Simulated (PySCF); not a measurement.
MgCl2, SMILES [Cl][Mg][Cl]. Atoms are numbered in the order given.

```xyz
3

Mg     0.0000     0.0000     0.0000
Cl     0.0000     0.0000    -2.1757
Cl     0.0000     0.0000     2.1757
```
Charge 0, spin multiplicity 1.

Geometry: B3LYP-D3(BJ)/def2-TZVP. The isomer is the one that the SMILES or the coordinates give; other isomers of the formula were not compared.

The numbers are results of ωB97X/def2-TZVPD run with PySCF, not measurements.

The molecule is in vacuum.

Computed frontier levels, gap, dipole moment and polarisability:
The highest occupied level comes out as -11.48 eV and the lowest empty level comes out as -0.08 eV. The orbital gap is 11.39 eV, the dipole moment is 0.00 D and the quadrupole, principal values (traceless, Buckingham form, about the centre of nuclear charge) is -17.21, 8.61, 8.61 D·Å. The mean static polarisability comes out as 48.6 bohr³ (7.20 Å³) and the polarisability, principal values is 43.6, 43.6, 58.5 bohr³.
